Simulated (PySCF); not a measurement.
**A survey of 31P NMR shifts**

[PySCF 2.14: NMR shieldings at PBE0/pcSseg-1/GIAO; geometry: GFN2-xTB; a single conformation; relativity neglected; rapidly exchanging positions averaged; isolated molecule]

Shieldings were converted by a linear fit to measured shifts: 31P (scatter 18.1 ppm rms vs H3PO4, solution or neat liquid). Occasional misses reach two or three times the rms, and more in compound classes unlike the fitted ones.

Task: Give the 31P shifts of `CSc1oc(C)cp1`, `CCP(C)C#C[P@H](C)=O`, `CSc1pcoc1C`, `C=CC/P=P/CCCO`, `CC#C[P@H](=S)P(C)C`.

Result: 
```tsv
compound	environment	δ (ppm)
CSc1oc(C)cp1	phosphorus bonded to 2 C, in a 5-membered ring	92.0
[CH3:1][CH2:2][P:3]([CH3:4])[C:5]#[C:6][P@H:7]([CH3:8])=[O:9]	P7: phosphorus bonded to 2 C, O, H	-31.9
[CH3:1][CH2:2][P:3]([CH3:4])[C:5]#[C:6][P@H:7]([CH3:8])=[O:9]	P3: phosphorus bonded to 3 C	-62.1
CSc1pcoc1C	phosphorus bonded to 2 C, in a 5-membered ring	112.0
[CH2:1]=[CH:2][CH2:3]/[P:4]=[P:5]/[CH2:6][CH2:7][CH2:8][OH:9]	P5: phosphorus bonded to C, P	568.3
[CH2:1]=[CH:2][CH2:3]/[P:4]=[P:5]/[CH2:6][CH2:7][CH2:8][OH:9]	P4: phosphorus bonded to C, P	551.2
[CH3:1][C:2]#[C:3][P@H:4](=[S:5])[P:6]([CH3:7])[CH3:8]	P4: phosphorus bonded to C, P, S, H	-0.7
[CH3:1][C:2]#[C:3][P@H:4](=[S:5])[P:6]([CH3:7])[CH3:8]	P6: phosphorus bonded to 2 C, P	-45.8
```
